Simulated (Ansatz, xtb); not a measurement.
**Two isomers of C3H8N2OSi**

Structure a: `O=CN1CCN[SiH2]1`, a singlet. Structure b: `N[Si@@H]1NCC=CO1`, a singlet. Both are isolated molecules in the gas phase, relaxed with B3LYP/def2-SVP; each stands in its lowest conformer found.

Estimate E(b) − E(a) at the level CCSD(T)/def2-SVP + ΔMP2/def2-TZVPP.

Calculated at CCSD(T)/def2-SVP + ΔMP2/def2-TZVPP: E(b) − E(a) = −25.4 kcal/mol, so structure b lies lower.

Level by level:

| level | geometry | E(b) − E(a) (kcal/mol) | departure from the last row (kcal/mol) | job, with rough time for the two |
| --- | --- | --- | --- | --- |
| GFN2-xTB | GFN2-xTB | −2.0 | +23.4 | optimisation, 0.33 s |
| HF/STO-3G | GFN2-xTB | −6.2 | +19.3 | single point, 0.32 s |
| r2SCAN-D4/def2-SVP | GFN2-xTB | −16.9 | +8.5 | single point, 3.1 s |
| B3LYP/def2-SVP | B3LYP/def2-SVP | −17.4 | +8.0 | optimisation, 39 s |
| HF/def2-SVP | B3LYP/def2-SVP | −18.7 | +6.8 | part of the CCSD(T) run |
| MP2/def2-SVP | B3LYP/def2-SVP | −15.4 | +10.1 | part of the CCSD(T) run |
| CCSD(T)/def2-SVP | B3LYP/def2-SVP | −15.2 | +10.3 | single point |
| CCSD(T)/def2-SVP + ΔMP2/def2-TZVPP | B3LYP/def2-SVP | −25.4 |  | single point, 53 s |

As drawn, b has 1 C=C, 1 C–O, 1 O–Si, 2 N–H in place of 1 C=O, 2 C–N, 1 C–H, 1 Si–H. Structure a has a 5-membered ring, b a 6-membered ring.

None of the levels shown reverses the order. The largest departure from CCSD(T)/def2-SVP + ΔMP2/def2-TZVPP is that of GFN2-xTB, 23.4 kcal/mol. The last row adds to CCSD(T) the change of the MP2 difference between the two basis sets, here −10.3 kcal/mol, a large step that makes the value less sure.

With thermal terms from frequencies at re-optimised GFN2-xTB minima (ideal gas, soft modes damped towards free rotors, one conformer each, 298.15 K, 1 atm): on the last row, ΔE + ΔZPE = −24.6, ΔH = −24.3, ΔG = −24.7 kcal/mol.

The correlated steps freeze 11 core orbitals. Mirror images aren't counted in ΔG. Programs: Ansatz 0.2.0, xtb 6.7.1; the last row on 4 threads of Arm Neoverse V2 on a shared host.
